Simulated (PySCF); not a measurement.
H6O3SSi2 (SMILES O[Si](O)(O)S[SiH3]), singlet, at a GFN2-xTB geometry. Base run: PBE/6-31G (PySCF).

Input for PySCF:
```python
from pyscf import gto, scf, dft, solvent

mol = gto.Mole()
mol.atom = '''
    Si    1.68532072    0.18143558   -1.59562768
    S     0.12645914   -1.08300550   -0.85179735
    Si   -0.63890822    0.12875635    0.73301217
    O    -2.16328847   -0.31822584    1.06451836
    O    -0.46558064    1.65316211    0.21501798
    O     0.19502304    0.00795988    2.11565240
    H     2.54363274    0.58071088   -0.48796240
    H     2.36468384   -0.70614557   -2.52720399
    H     1.09149202    1.33302006   -2.25900249
    H    -2.76478476   -0.53676565    0.35819530
    H    -0.58053317    2.36848657    0.83640411
    H     0.14315635   -0.79707425    2.62343444
'''
mol.basis = '6-31g'
mol.verbose = 4
mol.build()

mf = dft.RKS(mol)
mf.xc = 'pbe'
mf.kernel()
```

The base run was repeated with changes; each row names its change, and settings that it needs were set with it.

```csv
change,ΔE vs base (kJ/mol),dipole (D),HOMO-LUMO gap (eV)
base,0.00,1.09,5.26
model = IEF-PCM; solvent = acetonitrile; lebedev_order = 11,-51.9,1.37,5.48
model = IEF-PCM; solvent = acetonitrile; vdw_scale = 1.4,…,…,…
model = IEF-PCM; solvent = acetonitrile; lebedev_order = 41,-55.2,1.39,5.50
model = C-PCM; solvent = acetonitrile,…,1.39,5.50
model = IEF-PCM; solvent = dichloromethane,-47.6,1.36,5.47
model = IEF-PCM; solvent = acetonitrile; vdw_scale = 1.0,-107.8,1.42,5.62
model = IEF-PCM; solvent = toluene,-26.3,1.25,5.38
model = IEF-PCM; solvent = methanol,-54.6,1.39,5.49
model = IEF-PCM; solvent = acetonitrile; r_probe = 0.5,-18.61,1.29,5.37
model = ddCOSMO; solvent = acetonitrile,…,…,5.48
model = SS(V)PE; solvent = acetonitrile,-54.5,1.39,5.49
```

Fill in the missing entries.


- model = IEF-PCM; solvent = acetonitrile; vdw_scale = 1.4, ΔE vs base (kJ/mol): -29.1
- model = IEF-PCM; solvent = acetonitrile; vdw_scale = 1.4, dipole (D): 1.34
- model = IEF-PCM; solvent = acetonitrile; vdw_scale = 1.4, HOMO-LUMO gap (eV): 5.40
- model = C-PCM; solvent = acetonitrile, ΔE vs base (kJ/mol): -55.7
- model = ddCOSMO; solvent = acetonitrile, ΔE vs base (kJ/mol): -39.5
- model = ddCOSMO; solvent = acetonitrile, dipole (D): 1.30

The base is the gas phase, so ΔE is the electrostatic part of solvation at a fixed geometry, without cavity and dispersion terms.
